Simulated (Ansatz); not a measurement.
The cluster Y2O3⁻. The state is a doublet with charge -1. Geometry PBE-D4/def2-SVPD, basis def2-TZVPD, Ansatz.

```xyz
5

Y     0.715    1.307   -0.569
Y    -1.170   -1.058    0.239
O    -1.194    0.655   -0.867
O     0.599   -0.067    1.200
O     1.050   -0.837   -0.003
```

```json
{"run": "A", "HOMO (eV)": "0.57", "LUMO (eV)": "0.90"}
{"run": "B", "HOMO (eV)": "0.31", "LUMO (eV)": "0.66"}
{"run": "C", "HOMO (eV)": "0.27", "LUMO (eV)": "0.96"}
{"run": "D", "HOMO (eV)": "0.10", "LUMO (eV)": "1.16"}
```

In the def2 sets Y takes a core potential; there is no spin–orbit coupling. The structure holds 1 bond(s) between oxygen atoms. No other spin state of charge -1 was run. Another isomer (doublet) lies 3.36 eV lower at PBE0-D4/def2-TZVPD; other spin states weren't run for this one.

HOMO and LUMO are taken over both spins.

Problem. The runs used BLYP, LDA (SPW92), PBE0, r2SCANh. Estimate which is which.

Solution. A BLYP (0 % exact exchange); B LDA (SPW92) (0 % exact exchange); C r2SCANh (10 % exact exchange); D PBE0 (25 % exact exchange). Exact exchange lowers occupied and raises empty levels; among semilocal functionals meta-GGAs tend to open the gap a little, and such runs are hard to tell apart. The gap grows from 0.33 eV (BLYP) to 1.06 eV (PBE0). At BLYP-D4/def2-TZVPD, LDA (SPW92)/def2-TZVPD, r2SCANh-D4/def2-TZVPD, PBE0-D4/def2-TZVPD the highest occupied level of the charge -1 doublet lies above zero (up to 0.57 eV). It is a level of β spin, whose loss leaves a triplet; that state wasn't run at this geometry and level. The electron is either unbound and held by the finite basis, or the level is raised by self-interaction error. At r2SCANh-D4/def2-TZVPD the charge -1 doublet is spin-contaminated (final ⟨S²⟩ up to 1.00, 0.75 for a pure state).
